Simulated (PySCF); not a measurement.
Nuclear quadrupole coupling in (2-hydroxybutyl)methylphenylphosphine sulfide

(2-hydroxybutyl)methylphenylphosphine sulfide, C11H17OPS.
Numbering: `[CH3:1][CH2:2][C@H:3]([OH:4])[CH2:5][P@@:6]([CH3:7])(=[S:8])[c:9]1[cH:10][cH:11][cH:12][cH:13][cH:14]1` (hydrogens: H15, H16, H17 on C1; H18, H19 on C2; H20 on C3; H21 on O4; H22, H23 on C5; H24, H25, H26 on C7; H27 on C10; H28 on C11; H29 on C12; H30 on C13; H31 on C14)

Geometry (PBE0-D3(BJ)/def2-SVP, Å), atoms numbered from 1 in this order:
```
atom  x, y, z in Å
C1    -3.312    1.919    0.526
C2    -3.050    0.517    0.001
C3    -1.965    0.430   -1.072
O4    -1.935   -0.823   -1.685
C5    -0.559    0.842   -0.599
P6     0.138   -0.104    0.814
C7    -0.306    0.782    2.342
S8    -0.377   -2.005    0.873
C9     1.938    0.162    0.661
C10    2.472    1.457    0.636
C11    3.846    1.641    0.507
C12    4.690    0.535    0.403
C13    4.160   -0.754    0.427
C14    2.785   -0.942    0.555
H15   -2.433    2.353    1.029
H16   -4.135    1.924    1.256
H17   -3.591    2.604   -0.290
H18   -2.798   -0.179    0.821
H19   -3.965    0.110   -0.458
H20   -2.231    1.149   -1.869
H21   -1.607   -1.459   -1.024
H22   -0.511    1.913   -0.342
H23    0.135    0.669   -1.435
H24   -1.392    0.721    2.493
H25    0.010    1.835    2.309
H26    0.198    0.269    3.173
H27    1.820    2.332    0.713
H28    4.260    2.652    0.487
H29    5.768    0.681    0.302
H30    4.821   -1.620    0.344
H31    2.344   -1.943    0.573
```

Field gradients from the PBE0/pcSseg-1 density (PySCF, non-relativistic), principal values in atomic units, ordered |Vxx| ≤ |Vyy| ≤ |Vzz|:

```
atom      Vxx      Vyy      Vzz
  O4   0.0515   1.8021  -1.8536
  S8  -1.1312  -1.2622   2.3934
```

Q: Find the asymmetry η = (Vxx − Vyy)/Vzz and the couplings χ = eQV/h (234.96 MHz × Q in barn × V in au), with Q(17O) = −0.0256 b, Q(33S) = −0.0678 b.

A: 
```
atom         environment  nucleus     η  χzz (MHz)  χxx (MHz)  χyy (MHz)
  O4      alcohol oxygen      17O  0.94      11.15      -0.31     -10.84
  S8  sulfur bonded to P      33S  0.05     -38.13      18.02      20.11
```

At O4 η is above 0.9: Vyy and Vzz are nearly equal in size and opposite in sign, so a small change could swap them and flip the sign of χzz. 

Q: What is Vzz at S8 in SI units (1 au = 9.71736 × 10²¹ V/m²)?

A: 2.3934 au = 23.257 × 10²¹ V/m².

Were the hydrogens deuterons (Q(2H) = 0.00286 b), χzz would run from 182 kHz (H20) to 267 kHz (H21).

Isolated species at its PBE0-D3(BJ)/def2-SVP geometry (one conformer only). With so small a basis the couplings can be 20 % off.
